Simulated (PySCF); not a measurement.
Stationary points of YH₂⁺

These are results of PBE0 in PySCF with Y def2-TZVP with ECP28, H def2-TZVP; scalar-relativistic core potentials, no spin–orbit coupling; density-fitted integrals, not measurements.

Relaxations began from a few typed shapes. The search is not exhaustive: other isomers or separated fragments can lie lower, and high-lying points may rest on an excited occupation.

```csv
spin,group,bonds,angles,imaginary modes (cm⁻¹),ΔE (kJ/mol),ΔE with ZPE (kJ/mol)
singlet,C2v,Y–H 1.882 Å (×2),H–Y–H 106.9°,none,0.0,0.0
singlet,D∞h,Y–H 1.996 Å (×2),H–Y–H 180.0°,"1076i, 1076i",126.2,–
```

The lowest minimum found is the singlet C2v: Y–H 1.882 Å (×2); H–Y–H 106.9°.

Formally Y is in oxidation state +3, d0. A d0 centre has no lone pair, yet it is C2v rather than linear: covalent bonding through the d orbitals favours lower symmetry. The polar-tensor charge on Y, 1.77, is far below the formal one.

For the lowest minimum: stability towards spin polarisation was not tested.
